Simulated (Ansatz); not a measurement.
`C[Si](O)(F)F` + `C=CCI` → `C=C[Si](C)(O)F` + `FCI`  (formal exchange of groups at the Si–F bond)

Isolated molecules relaxed with PBE0-D4/def2-TZVP in Ansatz; ΔE leaves out vibrations. CCSD(T)/CBS adds triple-zeta CCSD(T) − MP2 to the extrapolated MP2 energy (def2 sets, frozen cores). Functionals use def2-TZVPP. B3LYP here is the variant with VWN-RPA as its local correlation; programs differ in this. Elements past krypton have def2 core potentials. For I outer-core shells are correlated without core-valence functions, which leaves a few kJ/mol of doubt a bond. One conformer a species, not always the lowest.

```json
{"level": "PBE0-D4", "ΔE (kJ/mol)": "219.9"}
{"level": "PBE0", "ΔE (kJ/mol)": "220.8"}
{"level": "B3LYP", "ΔE (kJ/mol)": "222.3"}
{"level": "CCSD/CBS(def2)", "ΔE (kJ/mol)": "236.1"}
```

Task: What does CCSD(T)/CBS give? (Estimate.)

Result: Computed: +234.3 kJ/mol. The listed levels differ from it by -14.4, -13.5, -12.0, 1.8 kJ/mol.

Largest T1 diagnostic among the species: 0.011.

From PBE to PBE0 (25 % exact exchange), in def2-TZVPP and without D4, ΔE moves by +9.4 kJ/mol.
